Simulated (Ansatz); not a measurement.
A nudged elastic band was laid between two geometries of BFH2O + H4Si (10 atoms, charge 0, multiplicity 1).

Computed with RKS PBE0/6-31G* (Ansatz 0.2.0).

| Property | Result |
| --- | --- |
| movable images | 3 |
| climbing image | yes |
| spring | 5.0 eV/Å² |
| optimiser | quadratic models (default) |
| start path | through a guess of the saddle point |
| force threshold | 0.05 eV/Å |
| iteration limit | 60 |
| end points | relaxed |

First end point:

```xyz
10
Properties=species:S:1:pos:R:3
B -0.037 -0.788 0.016
O -0.080 -1.351 1.242
H -0.968 -1.309 1.617
F 1.126 -0.773 -0.616
H -0.998 -0.309 -0.522
Si 0.139 3.059 1.173
H 0.905 3.892 2.138
H 0.866 2.991 -0.123
H -1.208 3.656 0.958
H -0.020 1.686 1.725
```

Last end point:

```xyz
10
Properties=species:S:1:pos:R:3
B 0.148 0.397 0.041
O -0.372 -0.411 1.540
H -1.214 -0.037 1.844
F 1.394 -0.139 -0.095
H -0.717 -0.024 -0.692
Si 0.078 2.386 0.552
H 0.994 2.707 1.700
H 0.421 3.331 -0.552
H -1.292 2.772 1.039
H 0.285 -0.227 2.231
```

Question: What changes between the two ends?

Answer: Bonds broken: Si6–H10. Bonds formed: B1–Si6, O2–H10. BFH2O + H4Si becomes BFH6OSi.

Question: What energy profile does the band end with?

Answer: The run converged. The highest image is number 2 of 0 to 4, 56.9 kcal/mol above the first end and 22.4 kcal/mol above the last; the last end lies 34.6 kcal/mol above the first. Neighbouring images differ by up to 2.4 eV, so the band resolves the path poorly. Another band between the same ends (7 images) ends at a top of the same energy, where a vibrational analysis finds 1 clearly imaginary mode. So few images can step over the top or miss a turn of the path. The orbitals stay closed-shell, which can raise the energy where a bond breaks towards radicals; this wasn't checked here.

```
image  path coordinate (Å)  energy (kcal/mol)  Si6–H10 (Å)  B1–Si6 (Å)  O2–H10 (Å)
    0                 0.00                0.0         1.49        4.02        3.08
    1                 1.47                2.2         1.49        3.30        2.45
    2                 2.93               56.9         1.90        2.24        1.20
    3                 3.96               35.9         2.78        2.06        0.97
    4                 4.99               34.6         3.11        2.05        0.97
```

Question: What is the geometry of the highest image?

Answer: 
```xyz
10
Properties=species:S:1:pos:R:3
B 0.137 0.210 0.267
O -0.212 -0.517 1.627
H -1.135 -0.816 1.587
F 1.408 -0.056 -0.092
H -0.747 0.112 -0.544
Si 0.101 2.388 0.808
H 1.123 2.915 1.759
H 0.465 2.835 -0.565
H -1.221 2.997 1.148
H -0.195 0.688 1.613
```

Time of the run: 4 min on 1 thread of Arm Neoverse V2, on a shared host, peak memory 0.17 GiB.
